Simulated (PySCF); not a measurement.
## Gas-phase thermal properties of Sb4

Energies from PySCF (xtb for GFN2), thermal terms from the rigid-rotor harmonic-oscillator model, ideal gas at 1 bar. All species are closed-shell singlets. Sb: scalar-relativistic def2 core potential, no spin-orbit coupling. The harmonic model lacks anharmonicity and excited electronic states, which grow with temperature; levels with a mode under 35 cm⁻¹ are left out.

| level | point group | σ | ZPE (kJ/mol) | S°298 (J/mol/K) | Cp298 (J/mol/K) | S°1000 (J/mol/K) | H1000 − H298 (kJ/mol) |
|---|---|---|---|---|---|---|---|
| GFN2-xTB | Td | 12 | 5.8 | 363.4 | 80.6 | 462.8 | 57.8 |
| PBE/def2-SVP | Td | 12 | 6.1 | 362.2 | 80.4 | 461.5 | 57.8 |
| PBE0/def2-TZVP | Td | 12 | 6.5 | 358.9 | 80.0 | 458.1 | 57.7 |
σ: rotational symmetry number. Electronic degeneracy used: 1. Frequencies are unscaled.
